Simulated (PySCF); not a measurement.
# Diatomics of F with the fourth-period p block

CCSD(T) with double-zeta basis sets in PySCF, for the lowest determinant that a PBE0 search found; no spin–orbit coupling. De refers to high-spin ground-configuration atoms.

```tsv
M	basis	reference, frozen orbitals	state (unpaired electrons)	Re (Å)	ωe (cm⁻¹)	De (eV)
Ga	def2-SVP	RHF, 10	singlet (closed shell)	1.778	668	5.70
Ge	def2-SVP	UHF, 10	doublet (π ↑)	1.761	688	4.73
As	def2-SVP	UHF, 10	triplet (π ↑↑)	1.761	688	3.46
Se	def2-SVP	UHF, 10	doublet (π ↑)	1.770	676	2.76
Br	def2-SVP	RHF, 10	singlet (closed shell)	1.801	629	2.09
```

The shortest bond is that of GeF (1.761 Å), the longest that of BrF (1.801 Å). GaF is bound most strongly (5.70 eV) and BrF least (2.09 eV).

The state changes along the series, so neighbouring rows are not always alike in their bonding.

Correlated steps freeze 10 core orbitals. Correlated levels converge slowly with the basis: in double zeta they bind strong bonds too weakly, by up to about 1 eV, and carry superposition errors of some tenths. Where the molecule has an RHF reference, its open-shell atoms are computed with UHF. States were picked by a PBE0 search and need not be the measured ground states.
